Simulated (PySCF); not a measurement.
C5H14FNSi2.
SMILES with atom numbers: `[CH3:1][C@@H:2]([F:3])[C@@H:4]1[CH2:5][CH2:6][Si@@H:7]1[NH:8][SiH3:9]`

Structure used (GFN2-xTB), in Å, numbered top down from 1:
```
atom  x, y, z in Å
C1    -2.1365    1.4428   -0.0479
C2    -1.8519    0.0589    0.5136
F3    -3.0750   -0.5571    0.7816
C4    -1.0523   -0.8052   -0.4383
C5    -0.6695   -2.1863    0.1390
C6     0.8634   -2.0437    0.2448
Si7    0.7985   -0.3643   -0.6639
N8     1.3562    1.0708    0.1207
Si9    2.8910    1.8617   -0.0752
H10   -2.6689    1.3505   -0.9917
H11   -2.7544    2.0111    0.6436
H12   -1.2024    1.9696   -0.2179
H13   -1.3577    0.1267    1.4925
H14   -1.6282   -0.8999   -1.3594
H15   -0.9480   -2.9867   -0.5439
H16   -1.1510   -2.3818    1.0963
H17    1.2045   -1.9996    1.2782
H18    1.4022   -2.8579   -0.2335
H19    1.2778   -0.3137   -2.0427
H20    0.8764    1.3013    0.9767
H21    3.9750    1.0915    0.5427
H22    3.1069    1.9779   -1.5129
H23    2.7392    3.1603    0.5807
```

Probes without a nucleus sit at each ring's centroid and 1 Å off its mean plane on both sides; NICS is minus the shielding there, NICSzz its component along the normal. Level: GIAO PBE0/pcSseg-1 (PySCF, non-relativistic, gas phase) on the GFN2-xTB geometry, one conformer.

Ring bond lengths (Å), with Mayer bond orders in brackets: C4–C5 1.545 (0.98), C5–C6 1.543 (1.01), C6–Si7 1.911 (0.91), Si7–C4 1.916 (0.86).

Question: What do the NICS probes read (ppm)?

Answer: 
```
        ring                                              type  NICS(0)  NICS(1), two faces  NICS(1)zz, two faces  rms pucker (Å)  centre to ring atoms, mean (Å)
C4–C5–C6–Si7  4-membered ring with Si; formal bonds all single      0.9          -1.3 / 0.0             1.8 / 6.6            0.04                            1.22
```

Question: What can be read from them?

Answer: 
- C4–C5–C6–Si7: mean NICS(1)zz 4.2 ppm, deshielded. C4, C5, C6, Si7 have four or more neighbours; no verdict on aromaticity is drawn. The two faces differ by 4.8 ppm, so no symmetry operation interchanges them.

Question: What field does 1 T along the ring normal induce along that normal at the second NICS(1) probe listed for ring C4–C5–C6–Si7, 1 Å off the ring?

Answer: NICSzz × B0 = 6.6 ppm × 1 T = 7 μT, along the applied field.

Question: Give the inner angles of the rings and the Hirshfeld charges of the ring atoms.

Answer: 
- C4–C5–C6–Si7: C4 90.6° (-0.129 e), C5 100.9° (-0.075 e), C6 90.9° (-0.175 e), Si7 77.0° (+0.401 e); sum 359.3° against 360° for a flat convex ring.
